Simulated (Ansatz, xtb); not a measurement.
**C2H8AlBS: where a starting geometry ends**

The starting geometry of this gas-phase singlet was built from a drawn formula by distance geometry and a force field; its bonds are those of `[BH2][Al]([CH3])[CH2]S`.

```xyz
13

C    -2.4495    1.9975    2.8052
C     0.0764    0.9521    0.7527
Al   -1.8780    1.3219    1.0814
B    -3.2515    0.9385   -0.4564
S     0.2890   -0.7956    0.3541
H    -4.4085    1.1289   -0.2633
H    -2.8461    0.5049   -1.4869
H    -1.6371    2.1080    3.5054
H    -3.1809    1.2812    3.2563
H    -2.9336    3.0185    2.7088
H     0.3951    1.5601   -0.0932
H     0.6296    1.2265    1.6417
H     1.6679   -0.6558    0.2173
```

Question: Predict what it relaxes into with r2SCAN-D4/def2-SVP.

Answer: A new bond forms, giving a structure given below by its coordinates. Contacts that close: B4–S5 (4.02 → 2.05 Å).

The energy falls by 0.98 eV over 62 steps:

```
step  E − E(last) (eV)
   1             0.983
   8             0.763
  15             0.604
  21             0.414
  28             0.073
  35             0.009
  42             0.008
  48             0.005
  55             0.001
  62             0.000
```

Final geometry (Å):

```xyz
13

C    -2.3718    2.2478    3.0503
C     0.0309    1.0579    0.7959
Al   -1.9030    1.4065    1.3394
B    -2.4723    0.5239   -0.4866
S    -0.5032   -0.0263   -0.6208
H    -3.1483   -0.4766   -0.6370
H    -2.5878    1.3140   -1.4119
H    -1.8223    3.1957    3.1964
H    -2.0852    1.5962    3.8969
H    -3.4471    2.4665    3.1581
H     0.5147    1.9216    0.3031
H     0.8232    0.5517    1.3731
H    -0.5550   -1.1923    0.0662
```

From the same start GFN2-xTB ends elsewhere, differing in Al3–S5 (2.55 against 2.80 Å here), B4–S5 (3.45 against 2.05 Å here).

The end wasn't checked by frequencies. Run with Ansatz 0.2.0, 110 s on 2 threads of Intel(R) Xeon(R) 6975P-C (Granite Rapids) (shared host).
